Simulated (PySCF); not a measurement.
Species: C₇H₆N₂.
Structure used (PBE0-D3(BJ)/def2-SVP), in Å, numbered top down from 1:
```
atom  x, y, z in Å
C1    -1.8877    0.5065    0.0394
C2    -1.7601   -0.9006    0.0105
C3    -0.5224   -1.5202   -0.0170
C4     0.6049   -0.6855   -0.0149
N5     1.9412   -0.9483   -0.0365
N6     2.6900    0.1599   -0.0237
C7     1.8552    1.1753    0.0061
C8     0.4985    0.7271    0.0140
C9    -0.7729    1.3263    0.0414
H10   -2.8863    0.9485    0.0606
H11   -2.6637   -1.5149    0.0100
H12   -0.4316   -2.6081   -0.0393
H13    2.3938   -1.8512   -0.0594
H14    2.2357    2.1960    0.0213
H15   -0.8766    2.4135    0.0638
```

The closed-shell ground state was solved at several levels (PySCF, density fitting, gas phase, non-relativistic).

| level | basis functions | HOMO (eV) | LUMO (eV) | gap (eV) | dipole (D) |
| --- | --- | --- | --- | --- | --- |
| PBE0/def2-SVPD | 228 | -6.56 | -0.97 | 5.59 | 1.75 |
| KT2/pcSseg-1 | 183 | -5.57 | -1.73 | 3.84 | 1.63 |
| PBE0/pcSseg-1 | 183 | -6.55 | -0.94 | 5.61 | 1.74 |

Problem. Estimate the row for B3LYP/pcJ-1, a basis of 303 functions; the other rows only guide the guess.

Solution. HOMO -6.31 eV, LUMO -1.08 eV, gap 5.23 eV, dipole 1.74 D.

Problem. Over all these levels, which gives the widest orbital gap and which the narrowest?

Solution. PBE0/pcSseg-1 (global hybrid, 25 % exact exchange) has the widest, 5.61 eV, and KT2/pcSseg-1 (GGA) the narrowest, 3.84 eV. The two share the basis. From the narrowest to the widest the HOMO moves by -0.98 eV and the LUMO by +0.79 eV.

Problem. How far do the dipole and the HOMO energy spread over the levels?

Solution. The dipole runs from 1.63 to 1.75 D (mean 1.71 D) and the HOMO from -6.56 to -5.57 eV.
